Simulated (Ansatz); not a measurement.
`[NH2][Na]` + HBr → `[Na][Br]` + NH₃ at 500 K and 1 bar (ligand exchange at the Na–N bond).

Program: Ansatz. Geometries: PBE0-D4/def2-TZVP. ΔE: electronic, gas phase. CCSD(T)/CBS is the MP2 limit (def2-TZVPP, def2-QZVPP) plus CCSD(T) − MP2 in def2-TZVPP, frozen cores. This one scheme is used for every species. For Br, Na outer-core shells are correlated without core-valence functions, which leaves a few kJ/mol of doubt a bond. Scalar relativity is left out up to krypton.

```csv
species,CCSD(T)/CBS energy (Eh),H − E (kJ/mol),S (J/(mol·K))
`[NH2][Na]`,-217.98196,82.0,287.7
HBr,-2573.91920,30.5,213.7
`[Na][Br]`,-2735.48480,19.0,260.0
NH₃,-56.50880,108.2,211.8
```

H − E and S are ideal-gas, rigid-rotor, harmonic terms from PBE0-D4/def2-TZVP. 1 Eh = 2625.50 kJ/mol, R = 8.31446 J/(mol·K).

**Question.** By hand: ΔE, ΔH, ΔS and ΔG.

**Answer.** ΔE = (-2735.48480) + (-56.50880) − (-217.98196) − (-2573.91920) = -0.09244 Eh = -242.7 kJ/mol. Δ(H − E) = 19.0 + 108.2 − 82.0 − 30.5 = 14.7, so ΔH = -228.0 kJ/mol. ΔS = 260.0 + 211.8 − 287.7 − 213.7 = -29.6 J/(mol·K). ΔG = -228.0 − 500 × (-29.6)/1000 = -213.2 kJ/mol.

**Question.** By hand: the equilibrium constant, and the temperature at which ΔG would vanish if ΔH and ΔS stayed fixed.

**Answer.** log₁₀ K = −ΔG/(RT ln 10) = 22.3. ΔG = 0 at ΔH/ΔS = 7703 K, far beyond where these terms or the molecules hold.

ΔH outweighs TΔS. A doubt of 5 kJ/mol in ΔE shifts log₁₀ K by 0.5 here. These are equilibria of isolated gas molecules and say nothing of rates. Largest T1 diagnostic: 0.012 (customary marks: 0.02 for closed shells, 0.045 for open ones).
